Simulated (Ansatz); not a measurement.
Sn3F4⁺. The state is a doublet with charge 1. Geometry r2SCAN-D4/def2-SVP, basis def2-TZVP, Ansatz.

```xyz
7

Sn   -0.953   -0.509   -1.882
Sn   -1.028    1.835    0.533
Sn    1.172   -0.785    0.798
F     1.025    1.416    0.462
F    -0.616   -1.690   -0.183
F     1.082   -0.371   -1.392
F    -0.682    0.104    1.664
```

| run | HOMO (eV) | LUMO (eV) |
| --- | --- | --- |
| A | -11.86 | -6.14 |
| B | -9.75 | -8.27 |
| C | -9.90 | -8.13 |
| D | -10.27 | -7.78 |
| E | -9.37 | -8.47 |

In the def2 sets Sn takes a core potential; there is no spin–orbit coupling. HSE06 is defined as in plane-wave codes, on full-range PBE exchange. Another isomer (doublet) lies 0.25 eV lower at PBE0-D4/def2-TZVP; other spin states weren't run for this one.

HOMO and LUMO are taken over both spins.

Question: The runs used HSE06, PBE, PBE0, r2SCAN, ωB97M-V. Estimate which is which.

Answer: A ωB97M-V (range-separated); B r2SCAN (0 % exact exchange); C HSE06 (range-separated); D PBE0 (25 % exact exchange); E PBE (0 % exact exchange). Exact exchange lowers occupied and raises empty levels; among semilocal functionals meta-GGAs tend to open the gap a little, and such runs are hard to tell apart. The gap grows from 0.89 eV (PBE) to 5.72 eV (ωB97M-V).
